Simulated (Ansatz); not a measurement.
These are Ansatz (a program for electronic structure) with B3LYP-D3(BJ)/def2-TZVP values and carry that method's errors. No frequencies were computed at this level.

Ansatz 0.2 input:
```yaml
crystal:
  periodic: [false, false, false]
  atoms:
    - { symbol: N, position_ang: [1.472915, -0.170114, -0.045234] }
    - { symbol: Si, position_ang: [-0.116182, 0.43919, 0.018846] }
    - { symbol: N, position_ang: [-1.198132, -0.875976, -0.001321] }
    - { symbol: Br, position_ang: [-0.75021, 1.717058, -1.68822] }
    - { symbol: Br, position_ang: [-0.152151, 1.715645, 1.841015] }
    - { symbol: H, position_ang: [1.735276, -0.827316, -0.758289] }
    - { symbol: H, position_ang: [2.255205, 0.387003, 0.251728] }
    - { symbol: H, position_ang: [-2.159461, -0.752736, -0.267603] }
    - { symbol: H, position_ang: [-1.08726, -1.632756, 0.649078] }
basis:
  gaussian: { orbitals: def2-tzvp }
hamiltonian:
  xc: b3lyp
  dispersion: d3bj
relax:
  max_steps: 150
```

Output:

```
Functional definition: B3LYP
1573 factors; their error is unknown
mean field evaluation 1: about -151009.4014 eV, gradient 8.8e1 eV
mean field evaluation 2: about -150981.7796 eV, gradient 1.3e2 eV
mean field evaluation 4: about -151023.1045 eV, gradient 7.4e0 eV
mean field evaluation 8: about -151023.2040 eV, gradient 1.2e-1 eV
mean field evaluation 16: about -151023.9156 eV, gradient 3.1e-4 eV
mean field -151023.91563632 eV, -5550.0265319480 hartree, gradient 6.9e-5 eV, S^2 0.000000; 0 other end points of the search recorded, 0 dependent functions left out
reference -151023.91591064 eV, -5550.0265420293 hartree; 51, 51 occupied and 168, 168 virtual orbitals, 1573 factors
relax step   1: F+E_penalty+E_count = -151024.44388981 eV  Δ(F+E_penalty+E_count) = +0.000e0 eV  max|allowed force component| = 5.688e-1 eV/Å  Δτ_max = 0.0000 Å  (28 SCF iters, accepted)
these checks for a lower state are left out or cut short: starts, cluster_reference, orbital_swaps, neighbouring_geometries, increment
1573 factors; their error is unknown
mean field -151023.92591242 eV, -5550.0269095878 hartree, gradient 2.6e-5 eV, S^2 0.000000; 0 other end points of the search recorded, 0 dependent functions left out
reference -151023.92618680 eV, -5550.0269196712 hartree; 51, 51 occupied and 168, 168 virtual orbitals, 1573 factors
relax step   2: F+E_penalty+E_count = -151024.45293826 eV  Δ(F+E_penalty+E_count) = -9.048e-3 eV  max|allowed force component| = 2.389e-1 eV/Å  Δτ_max = 0.0280 Å  (31 SCF iters, accepted)
these checks for a lower state are left out or cut short: starts, cluster_reference, orbital_swaps, neighbouring_geometries, increment
1573 factors; their error is unknown
mean field evaluation 32: about -151023.9273 eV, gradient 2.6e-5 eV
mean field -151023.92725143 eV, -5550.0269587954 hartree, gradient 2.6e-5 eV, S^2 0.000000; 0 other end points of the search recorded, 0 dependent functions left out
reference -151023.92752565 eV, -5550.0269688728 hartree; 51, 51 occupied and 168, 168 virtual orbitals, 1573 factors
relax step   3: F+E_penalty+E_count = -151024.45453254 eV  Δ(F+E_penalty+E_count) = -1.594e-3 eV  max|allowed force component| = 4.556e-2 eV/Å  Δτ_max = 0.0145 Å  (32 SCF iters, accepted)
these checks for a lower state are left out or cut short: starts, cluster_reference, orbital_swaps, neighbouring_geometries, increment
1573 factors; their error is unknown
mean field -151023.92718656 eV, -5550.0269564116 hartree, gradient 2.6e-5 eV, S^2 0.000000; 0 other end points of the search recorded, 0 dependent functions left out
reference -151023.92746074 eV, -5550.0269664874 hartree; 51, 51 occupied and 168, 168 virtual orbitals, 1573 factors
relax step   4: F+E_penalty+E_count = -151024.45467440 eV  Δ(F+E_penalty+E_count) = -1.419e-4 eV  max|allowed force component| = 2.589e-2 eV/Å  Δτ_max = 0.0038 Å  (32 SCF iters, accepted)
these checks for a lower state are left out or cut short: starts, cluster_reference, orbital_swaps, neighbouring_geometries, increment
1573 factors; their error is unknown
mean field -151023.92715570 eV, -5550.0269552775 hartree, gradient 2.6e-5 eV, S^2 0.000000; 0 other end points of the search recorded, 0 dependent functions left out
reference -151023.92742988 eV, -5550.0269653533 hartree; 51, 51 occupied and 168, 168 virtual orbitals, 1573 factors
relax step   5: F+E_penalty+E_count = -151024.45468443 eV  Δ(F+E_penalty+E_count) = -1.003e-5 eV  max|allowed force component| = 1.669e-2 eV/Å  Δτ_max = 0.0051 Å  (32 SCF iters, accepted)
these checks for a lower state are left out or cut short: starts, cluster_reference, orbital_swaps, neighbouring_geometries, increment
1573 factors; their error is unknown
mean field -151023.92722097 eV, -5550.0269576762 hartree, gradient 2.6e-5 eV, S^2 0.000000; 0 other end points of the search recorded, 0 dependent functions left out
reference -151023.92749513 eV, -5550.0269677511 hartree; 51, 51 occupied and 168, 168 virtual orbitals, 1573 factors
relax step   6: F+E_penalty+E_count = -151024.45470003 eV  Δ(F+E_penalty+E_count) = -1.560e-5 eV  max|allowed force component| = 1.035e-2 eV/Å  Δτ_max = 0.0046 Å  (32 SCF iters, accepted)
these checks for a lower state are left out or cut short: starts, cluster_reference, orbital_swaps, neighbouring_geometries, increment
1573 factors; their error is unknown
mean field -151023.92722271 eV, -5550.0269577400 hartree, gradient 2.6e-5 eV, S^2 0.000000; 0 other end points of the search recorded, 0 dependent functions left out
reference -151023.92749686 eV, -5550.0269678149 hartree; 51, 51 occupied and 168, 168 virtual orbitals, 1573 factors
relax step   7: F+E_penalty+E_count = -151024.45473010 eV  Δ(F+E_penalty+E_count) = -3.006e-5 eV  max|allowed force component| = 1.053e-3 eV/Å  Δτ_max = 0.0024 Å  (32 SCF iters, accepted)
1573 factors; their error is unknown
mean field evaluation 64: about -151023.9272 eV, gradient 1.7e-4 eV
mean field -151023.92722271 eV, -5550.0269577400 hartree, gradient 2.6e-5 eV, S^2 0.000000; 1 other end points of the search recorded, 0 dependent functions left out
reference -151023.92749686 eV, -5550.0269678149 hartree; 51, 51 occupied and 168, 168 virtual orbitals, 1573 factors
Total energy: -151024.45500425 eV, -5550.0463533538 hartree
Atom 0 at     1.471458    -0.177686    -0.049794 Å, force     0.000808     0.000657     0.000558 eV/Å
Atom 1 at    -0.111011     0.421716     0.018828 Å, force     0.000305    -0.001053    -0.000058 eV/Å
Atom 2 at    -1.192680    -0.881325     0.002551 Å, force    -0.001016     0.000164    -0.000528 eV/Å
Atom 3 at    -0.765879     1.717970    -1.689591 Å, force    -0.000080     0.000410    -0.000632 eV/Å
Atom 4 at    -0.140451     1.724970     1.843239 Å, force    -0.000096     0.000334     0.000662 eV/Å
Atom 5 at     1.737353    -0.807924    -0.791103 Å, force     0.000197     0.000035    -0.000049 eV/Å
Atom 6 at     2.244470     0.375978     0.282411 Å, force    -0.000473    -0.000355    -0.000542 eV/Å
Atom 7 at    -2.145052    -0.753570    -0.299298 Å, force     0.000556    -0.000142     0.000545 eV/Å
Atom 8 at    -1.098208    -1.620131     0.682756 Å, force    -0.000202    -0.000050     0.000045 eV/Å
Dipole moment:     0.133929    -0.508773    -0.022712 e Å
```

Cost: about 2.6 core-minutes (a rough figure).
